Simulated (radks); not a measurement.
Spin polarisation of the 5d4 shell in W2+. Start: [Xe] 4f14 5d(up 2, down 2); electrons of 5d are moved from spin down to spin up, other shells keep equal spins. Method: non-relativistic Kohn-Sham, PBE, spin-polarised, spherical densities, point nucleus; computed with a radial shooting solver on a logarithmic mesh with Libxc functionals. Estimate the energy gained and the exchange splitting at a moment of 4 Bohr magnetons.

Answer. At moment 4 the spin-polarisation energy is -2.806 eV and the 5d exchange splitting 2.864 eV, that is 0.716 eV per Bohr magneton; E = -I m^2/4 would give I = 0.702 eV.
